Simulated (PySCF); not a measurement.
Input for PySCF:
```python
from pyscf import gto, scf

mol = gto.Mole()
mol.atom = '''
    B    -0.01665964    0.22066266    0.40640217
    F    -1.17616439   -0.61899512    0.19030536
    F     0.04332344    1.13683746   -0.71306201
    F     1.14209631   -0.64043271    0.29697767
'''
mol.basis = '6-31g**'
mol.charge = -1
mol.spin = 1
mol.verbose = 5
mol.build()

mf = scf.UHF(mol)
mf = mf.density_fit(auxbasis='def2-universal-jkfit')
mf.kernel()
```

What does this run give for the Mulliken (on the basis functions themselves) charges in atom order, nuclear repulsion energy?


| Property | Value |
|---|---|
| Mulliken (on the basis functions themselves) charges in atom order | B1 0.70, F2 -0.57, F3 -0.57, F4 -0.57 |
| nuclear repulsion energy | 104.7498 Eh |

These values belong to the state on which the SCF converged, which isn't shown to be the lowest.
